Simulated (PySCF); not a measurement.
A structure optimised at PBE-D3(BJ)/def2-SVP, used in a PySCF frequency run:

```
C
H 1 1.1154
H 1 1.1154 2 102.97
C 1 1.5309 2 111.16 3 -119.11
H 4 1.1083 1 111.63 2 57.04
H 4 1.1085 5 107.70 1 -122.57
H 4 1.1085 5 107.70 6 -114.87
B 1 1.5684 2 106.24 3 111.47
Cl 8 1.7649 1 122.18 2 125.41
Cl 8 1.7677 1 120.26 2 -54.59
```

Question: Write its SMILES, formula and point group.

Answer: CCB(Cl)Cl, C2H5BCl2, Cs

Question: What are its rotational constants (standard atomic weights)?

Answer: 3.6005, 2.1559, 1.3714 GHz
